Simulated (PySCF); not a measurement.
formaldehyde (CH2O), singlet, geometry from GFN2-xTB. Base run: PBE0/def2-SVP in PySCF.

Geometry (Å):
```xyz
4

O     -0.0322     0.0161     0.6698
C      0.0250    -0.0125    -0.5206
H      0.0295     0.8997    -1.1409
H      0.0779    -0.9534    -1.0940
```
Charge 0, spin multiplicity 1.
All else is at PySCF's defaults.

Variants of this job, named by their change:

```tsv
change	basis functions	E (Eh)	HOMO (eV)	HOMO-LUMO gap (eV)	dipole (D)
base	38	-114.28350	-7.63	6.69	2.18
basis = jorge-DZP-DKH; relativity = spin-free X2C	40	-114.45656	-7.69	6.61	2.22
basis = cc-pVDZ-DK; relativity = none	38	-114.37236	-7.51	6.68	2.10
basis = ANO-RCC-VDZP; relativity = none	38	-114.40842	-7.80	6.69	2.37
basis = jorge-DZP-DKH; relativity = none	40	-114.38599	-7.70	6.61	2.22
basis = cc-pVDZ-DK; relativity = spin-free X2C	38	-114.44414	-7.50	6.68	2.10
basis = jorge-DZP-DKH; relativity = spin-free X2C; nucleus = Gaussian (with mol.nucmod = 'G')	40	-114.45654	-7.69	6.61	2.22
basis = ANO-RCC-VDZP; relativity = spin-free X2C; nucleus = Gaussian (with mol.nucmod = 'G')	38	-114.48333	-7.80	6.69	2.36
basis = cc-pVDZ-DK; relativity = spin-free X2C; nucleus = Gaussian (with mol.nucmod = 'G')	38	-114.44413	-7.50	6.68	2.10
basis = ANO-RCC-VDZP; relativity = spin-free X2C	38	-114.48335	-7.80	6.69	2.36
```

Totals shift with the method and basis; they matter in differences.

Basis sets contracted for a relativistic Hamiltonian are a mismatch without it, so the rows without relativity aren't non-relativistic limits. No row has spin-orbit coupling; sets with core potentials leave out the core electrons.
